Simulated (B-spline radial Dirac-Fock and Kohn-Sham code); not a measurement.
**Dipole and non-dipole photoemission parameters of La 4s**

System: the free lanthanum atom, 1s2 2s2 2p6 3s2 3p6 3d10 4s2 4p6 4d10 5s2 5p6 5d1 6s2; threshold 274.7 eV (tabulated edge). Method: Dirac-Hartree-Slater photoionisation with a Latter tail; cross sections with all multipoles, angular parameters from the dipole term and its interference with E2. Computed with a B-spline atomic structure program.

Input file task.json (cfg lists n, l and occupation; rrms is the nuclear radius in fm):

```json
{"items": [{
  "Z": 57,
  "q": 0,
  "cfg": [[1, 0, 2], [2, 0, 2], [2, 1, 6], [3, 0, 2], [3, 1, 6], [3, 2, 10], [4, 0, 2], [4, 1, 6], [4, 2, 10], [5, 0, 2], [5, 1, 6], [5, 2, 1], [6, 0, 2]],
  "A": 139,
  "rrms": 4.855,
  "do": "xps",
  "hv": [139.0, 148.0, 160.0, 200, 213.0, 251.0, 363.0, 398.0, 400, 438.0, 507.0, 551.0, 587.0, 600, 609.0, 859.0, 1100.0, 1130.0, 1486.9, 1680.0, 2190.0, 3720.0, 3910.0, 4000, 5414.7, 6000, 8040.0, 8047.8, 9520.0, 12200.0],
  "edges": {"K": 38925.0, "L1": 6266.0, "L2": 5891.0, "L3": 5483.0, "M1": 1362.0, "M2": 1209.0, "M3": 1128.0, "M4": 853.0, "M5": 836.0, "N1": 274.7, "N2": 205.8, "N3": 196.0, "N4": 105.3, "N5": 102.5}
}]}
```

Command: `python xray2_run.py task.json out`

For linearly polarised light dσ/dΩ = σ/(4π) [1 + β P₂(cos θ) + (δ + γ cos²θ) sin θ cos φ], with θ from the polarisation vector and φ the angle between the beam and the projection of the electron momentum on the plane normal to the polarisation.

```
hν (eV)  σ (kb)      β       γ
    363     111  1.946   0.415
    398     102  1.952   0.430
    400     101  1.952   0.431
    438       ?      ?       ?
    507    78.4  1.962   0.438
    551    70.8  1.965   0.432
    587    65.3  1.966   0.426
    600    63.5  1.967   0.423
    609    62.3  1.967   0.421
    859    38.7  1.974   0.354
   1100    26.4  1.977   0.280
   1130    25.2  1.977   0.271
 1486.9    16.1  1.980   0.172
   1680    13.2  1.981   0.127
   2190    8.34  1.983   0.028
   3720    3.18  1.985  -0.108
   3910    2.89  1.985  -0.113
   4000    2.77  1.985  -0.115
 5414.7    1.55  1.986  -0.096
   6000    1.27  1.986  -0.069
   8040   0.705  1.986   0.069
 8047.8   0.703  1.986   0.070
   9520   0.498  1.986   0.196
  12200   0.295  1.986   0.452
```

Task: Give the values at 438 eV.

Result: σ = 92.6 kb, β = 1.957, γ = 0.437. For an s subshell δ is negligible.
